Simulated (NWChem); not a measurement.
System: CH$_{5}$FOSi; SMILES C[Si@H](O)F

Here is an NWChem input.

```
start job
memory heap 200 mb stack 900 mb global 1100 mb
geometry units angstroms noautoz
  C     -0.270849     1.660313     0.218499
  Si     0.021964    -0.092675    -0.362725
  O     -1.109994    -1.172297     0.220559
  F      1.519362    -0.523550     0.159623
  H     -0.194354     1.734860     1.323023
  H     -1.276469     2.016176    -0.084186
  H      0.483597     2.347697    -0.215837
  H     -0.012785    -0.253736    -1.846512
  H     -1.272230    -1.136683     1.179112
end
basis spherical
  C library 6-31+g*
  Si library 6-31+g*
  O library 6-31+g*
  F library 6-31+g*
  H library 6-31+g*
end
dft
  xc pbe0
  iterations 150
end
tddft
  nroots 8
  notriplet
end
task tddft energy
```

Output (shortened):

```
             Northwest Computational Chemistry Package (NWChem) 7.3.0
             --------------------------------------------------------

 C1  symmetry detected

                             Geometry "geometry" -> ""
                             -------------------------

 Output coordinates in angstroms (scale by  1.889725989 to convert to a.u.)

  No.       Tag          Charge          X              Y              Z
 ---- ---------------- ---------- -------------- -------------- --------------
    1 C                    6.0000    -0.41586379     1.65479115     0.20508997
    2 Si                  14.0000     0.01082658    -0.07671028    -0.35737409
    3 O                    8.0000    -1.06822189    -1.22654142     0.19096482
    4 F                    9.0000     1.51379068    -0.40768755     0.21904107
    5 H                    1.0000    -0.38333201     1.73677771     1.31125537
    6 H                    1.0000    -1.43124866     1.94353648    -0.13424462
    7 H                    1.0000     0.30701995     2.38893050    -0.20577718
    8 H                    1.0000     0.03891871    -0.24319566    -1.84070327
    9 H                    1.0000    -1.26608844    -1.19933265     1.14307891

 Effective nuclear repulsion energy (a.u.)     180.0342698543

                                 NWChem DFT Module
                                 -----------------

 Summary of "ao basis" -> "ao basis" (spherical)
 ------------------------------------------------------------------------------
       Tag                 Description            Shells   Functions and Types
 ---------------- ------------------------------  ------  ---------------------
 C                          6-31+g*                  8       18   4s3p1d
 Si                         6-31+g*                 10       22   5s4p1d
 O                          6-31+g*                  8       18   4s3p1d
 F                          6-31+g*                  8       18   4s3p1d
 H                          6-31+g*                  2        2   2s

            General Information
            -------------------
          SCF calculation type: DFT
          Wavefunction type:  closed shell.
          No. of atoms     :     9
          No. of electrons :    42
           Alpha electrons :    21
            Beta electrons :    21
          Charge           :     0
          Spin multiplicity:     1
          Use of symmetry is: off; symmetry adaption is: off
          Maximum number of iterations: 150
          AO basis - number of functions:    86
                     number of shells:    44
          Convergence on energy requested:  1.00D-06
          Convergence on density requested:  1.00D-05
          Convergence on gradient requested:  5.00D-04

              XC Information
              --------------
                         PBE0 Method XC Functional
                     Hartree-Fock (Exact) Exchange  0.250
          PerdewBurkeErnzerhof Exchange Functional  0.750
            Perdew 1991 LDA Correlation Functional  1.000 local
           PerdewBurkeErnz. Correlation Functional  1.000 non-local

             Grid Information
             ----------------
          Grid used for XC integration:  medium
          Radial quadrature: Mura-Knowles
          Angular quadrature: Lebedev.
          Tag              B.-S. Rad. Rad. Pts. Rad. Cut. Ang. Pts.
          ---              ---------- --------- --------- ---------
          C                   0.70       49          11.0       434
          Si                  1.10       88          11.0       590
          O                   0.60       49          12.0       434
          F                   0.50       49          11.0       434
          H                   0.35       45          11.0       434
          Grid pruning is: on
          Number of quadrature shells:   460
          Spatial weights used:  Erf1

      Superposition of Atomic Density Guess
      -------------------------------------

 Sum of atomic energies:        -503.10742998

      Non-variational initial energy
      ------------------------------

 Total energy =    -504.440011
 1-e energy   =   -1053.162712
 2-e energy   =     368.688431
 HOMO         =      -0.380226
 LUMO         =       0.022243

   convergence    iter        energy       DeltaE   RMS-Dens  Diis-err
 ---------------- ----- ----------------- --------- --------- ---------
 d= 0,ls=0.0,diis     1   -505.3411777853 -6.85D+02  1.58D-02  8.08D-01
 d= 0,ls=0.0,diis     2   -505.2948046383  4.64D-02  8.53D-03  1.50D+00
 d= 0,ls=0.0,diis     3   -505.4265972650 -1.32D-01  9.60D-04  1.62D-02
 d= 0,ls=0.0,diis     4   -505.4279194563 -1.32D-03  3.90D-04  1.56D-03
 d= 0,ls=0.0,diis     5   -505.4281000419 -1.81D-04  1.06D-04  1.41D-04
  Resetting Diis
 d= 0,ls=0.0,diis     6   -505.4281169300 -1.69D-05  2.45D-05  6.23D-06
 d= 0,ls=0.0,diis     7   -505.4281174264 -4.96D-07  1.60D-05  1.34D-06
 d= 0,ls=0.0,diis     8   -505.4281172562  1.70D-07  9.91D-06  3.27D-06

         Total DFT energy =     -505.428117256176
      One electron energy =    -1056.726463849557
           Coulomb energy =      418.228367641508
    Exchange-Corr. energy =      -46.964290902381
 Nuclear repulsion energy =      180.034269854254

 Numeric. integr. density =       41.999997634303

                       DFT Final Molecular Orbital Analysis
                       ------------------------------------

 Vector   19  Occ=2.000000D+00  E=-3.839993D-01
              MO Center= -3.1D-01, -5.3D-01, -2.6D-01, r^2= 3.1D+00
   Bfn.  Coefficient  Atom+Function         Bfn.  Coefficient  Atom+Function
  ----- ------------  ---------------      ----- ------------  ---------------
    44      0.316972  3 O  py                43      0.276777  3 O  px
    63     -0.243565  4 F  pz                27      0.223152  2 Si pz
    48      0.201551  3 O  py                28     -0.178496  2 Si s
    47      0.174414  3 O  px                83     -0.171520  8 H  s
    67     -0.167814  4 F  pz                84     -0.167802  8 H  s

 Vector   20  Occ=2.000000D+00  E=-3.593746D-01
              MO Center= -6.8D-01, -8.6D-01,  1.5D-02, r^2= 2.1D+00
   Bfn.  Coefficient  Atom+Function         Bfn.  Coefficient  Atom+Function
  ----- ------------  ---------------      ----- ------------  ---------------
    43      0.444117  3 O  px                47      0.313173  3 O  px
    44     -0.270011  3 O  py                48     -0.195084  3 O  py
    62      0.160906  4 F  py                45      0.158714  3 O  pz
    84      0.141168  8 H  s                 61      0.126998  4 F  px
    66      0.112305  4 F  py                10     -0.110519  1 C  s

[...]

                                NWChem TDDFT Module
                                -------------------

            General Information
            -------------------
           No. of orbitals :     172
            Alpha orbitals :      86
             Beta orbitals :      86
        Alpha frozen cores :       0
         Beta frozen cores :       0
     Alpha frozen virtuals :       0
      Beta frozen virtuals :       0
         Spin multiplicity :       1
    Number of AO functions :      86
        Use of symmetry is : off
      Symmetry adaption is : off
         Schwarz screening :  0.10D-07

              XC Information
              --------------
                  PBE0 Method XC Functional
              Hartree-Fock (Exact) Exchange   0.25
   PerdewBurkeErnzerhof Exchange Functional   0.75
     Perdew 1991 LDA Correlation Functional   1.00 local
    PerdewBurkeErnz. Correlation Functional   1.00 non-local

             TDDFT Information
             -----------------
          Calculation type : TDDFT
         Wavefunction type : Restricted singlets
          No. of electrons :      42
           Alpha electrons :      21
            Beta electrons :      21
              No. of roots :       8
          Max subspacesize :    5600
            Max iterations :     100
               Target root :       1
           Target symmetry : none
      Symmetry restriction : off
                 Algorithm : Optimal
        Davidson threshold :  0.10D-03

    8 smallest eigenvalue differences (eV)
--------------------------------------------------------
  No. Spin  Occ  Vir  Irrep   E(Occ)    E(Vir)   E(Diff)
--------------------------------------------------------
    1    1   21   22 a        -0.332    -0.005     8.902
    2    1   21   23 a        -0.332     0.018     9.529
    3    1   20   22 a        -0.359    -0.005     9.640
    4    1   21   24 a        -0.332     0.030     9.857
    5    1   21   25 a        -0.332     0.037    10.056
    6    1   20   23 a        -0.359     0.018    10.266
    7    1   19   22 a        -0.384    -0.005    10.310
    8    1   20   24 a        -0.359     0.030    10.594
--------------------------------------------------------

  Entering Davidson iterations
  Restricted singlet excited states

  Iter   NTrls   NConv    DeltaV     DeltaE      Time
  ----  ------  ------  ---------  ---------  ---------
    1      8       0     0.25E+00   0.10+100       19.0
    2     24       0     0.36E-01   0.16E-01       24.9
    3     40       0     0.14E-01   0.91E-03       19.2
    4     56       0     0.76E-02   0.21E-03       19.1
    5     72       0     0.32E-02   0.47E-04       19.0
    6     88       0     0.15E-02   0.54E-05       19.5
    7    104       1     0.67E-03   0.81E-06       19.6
    8    118       5     0.28E-03   0.14E-06       20.4
    9    124       7     0.12E-03   0.22E-07       13.8
   10    126       8     0.87E-04   0.37E-08       10.9
  ----  ------  ------  ---------  ---------  ---------
  Convergence criterion met

  Ground state a        -505.428117256176 a.u.

  ----------------------------------------------------------------------------
  Root   1 singlet a              0.282244850 a.u.                7.6803 eV
  ----------------------------------------------------------------------------
     Transition Moments    X -0.20944   Y  0.47482   Z  0.11288
     Dipole Oscillator Strength                    0.0530734739
     Electric Quadrupole                           0.0000000446
     Magnetic Dipole                               0.0000010536
     Total Oscillator Strength                     0.0530745720

     Occ.   19  a   ---  Virt.   22  a   -0.05097 X
     Occ.   20  a   ---  Virt.   22  a    0.18643 X
     Occ.   20  a   ---  Virt.   23  a    0.07218 X
     Occ.   21  a   ---  Virt.   22  a   -0.95312 X
     Occ.   21  a   ---  Virt.   23  a   -0.17815 X
     Occ.   21  a   ---  Virt.   25  a   -0.05604 X
     Occ.   21  a   ---  Virt.   29  a   -0.05536 X
  ----------------------------------------------------------------------------
  Root   2 singlet a              0.302393645 a.u.                8.2286 eV
  ----------------------------------------------------------------------------
     Transition Moments    X  0.17343   Y  0.15136   Z  0.22956
     Dipole Oscillator Strength                    0.0213054857
     Electric Quadrupole                           0.0000003854
     Magnetic Dipole                               0.0000008142
     Total Oscillator Strength                     0.0213066853

     Occ.   19  a   ---  Virt.   22  a   -0.09160 X
     Occ.   20  a   ---  Virt.   22  a   -0.86223 X
     Occ.   20  a   ---  Virt.   23  a   -0.21587 X
     Occ.   20  a   ---  Virt.   25  a   -0.05174 X
     Occ.   20  a   ---  Virt.   32  a    0.05823 X
     Occ.   21  a   ---  Virt.   22  a   -0.24924 X
     Occ.   21  a   ---  Virt.   23  a    0.34104 X
  ----------------------------------------------------------------------------
  Root   3 singlet a              0.307915620 a.u.                8.3788 eV
  ----------------------------------------------------------------------------
     Transition Moments    X -0.13488   Y  0.45978   Z -0.03030
     Dipole Oscillator Strength                    0.0473190959
     Electric Quadrupole                           0.0000001588
     Magnetic Dipole                               0.0000018796
     Total Oscillator Strength                     0.0473211343

     Occ.   19  a   ---  Virt.   22  a    0.06723 X
     Occ.   20  a   ---  Virt.   22  a    0.34179 X
     Occ.   20  a   ---  Virt.   23  a    0.12889 X
     Occ.   21  a   ---  Virt.   22  a   -0.10170 X
     Occ.   21  a   ---  Virt.   23  a    0.89340 X
     Occ.   21  a   ---  Virt.   24  a   -0.15215 X
     Occ.   21  a   ---  Virt.   25  a    0.07561 X
     Occ.   21  a   ---  Virt.   27  a    0.06904 X
     Occ.   21  a   ---  Virt.   30  a    0.06063 X
  ----------------------------------------------------------------------------
  Root   4 singlet a              0.313268210 a.u.                8.5245 eV
  ----------------------------------------------------------------------------
     Transition Moments    X -0.12237   Y  0.17714   Z -0.01813
     Dipole Oscillator Strength                    0.0097492110
     Electric Quadrupole                           0.0000001034
     Magnetic Dipole                               0.0000032895
     Total Oscillator Strength                     0.0097526040

     Occ.   20  a   ---  Virt.   24  a    0.08219 X
     Occ.   21  a   ---  Virt.   23  a    0.14142 X
     Occ.   21  a   ---  Virt.   24  a    0.95720 X
     Occ.   21  a   ---  Virt.   26  a    0.13993 X
     Occ.   21  a   ---  Virt.   29  a    0.11168 X
     Occ.   21  a   ---  Virt.   30  a   -0.08992 X
  ----------------------------------------------------------------------------
  Root   5 singlet a              0.329023789 a.u.                8.9532 eV
  ----------------------------------------------------------------------------
     Transition Moments    X -0.06203   Y  0.24242   Z  0.69881
     Dipole Oscillator Strength                    0.1208520333
     Electric Quadrupole                           0.0000007962
     Magnetic Dipole                               0.0000009291
     Total Oscillator Strength                     0.1208537586

     Occ.   21  a   ---  Virt.   23  a   -0.09522 X
     Occ.   21  a   ---  Virt.   25  a    0.98357 X
  ----------------------------------------------------------------------------
  Root   6 singlet a              0.333819772 a.u.                9.0837 eV
  ----------------------------------------------------------------------------
     Transition Moments    X  0.23097   Y  0.39132   Z -0.09406
     Dipole Oscillator Strength                    0.0479192672
     Electric Quadrupole                           0.0000002227
     Magnetic Dipole                               0.0000002397
     Total Oscillator Strength                     0.0479197297

     Occ.   16  a   ---  Virt.   22  a    0.07151 X
     Occ.   18  a   ---  Virt.   22  a   -0.10920 X
     Occ.   18  a   ---  Virt.   23  a   -0.05950 X
     Occ.   19  a   ---  Virt.   22  a   -0.90949 X
     Occ.   19  a   ---  Virt.   23  a   -0.18922 X
     Occ.   20  a   ---  Virt.   22  a    0.12074 X
     Occ.   20  a   ---  Virt.   24  a    0.25895 X
     Occ.   21  a   ---  Virt.   22  a    0.06829 X
     Occ.   21  a   ---  Virt.   23  a    0.05510 X
  ----------------------------------------------------------------------------
  Root   7 singlet a              0.338881171 a.u.                9.2214 eV
  ----------------------------------------------------------------------------
     Transition Moments    X -0.05416   Y  0.35033   Z  0.00731
     Dipole Oscillator Strength                    0.0284019334
     Electric Quadrupole                           0.0000000838
     Magnetic Dipole                               0.0000005141
     Total Oscillator Strength                     0.0284025313

[...]
```

Level: PBE0/6-31+G* (spherical d), full TDDFT. All runs use the structure optimised with PBE-D3(BJ)/def2-SVP.
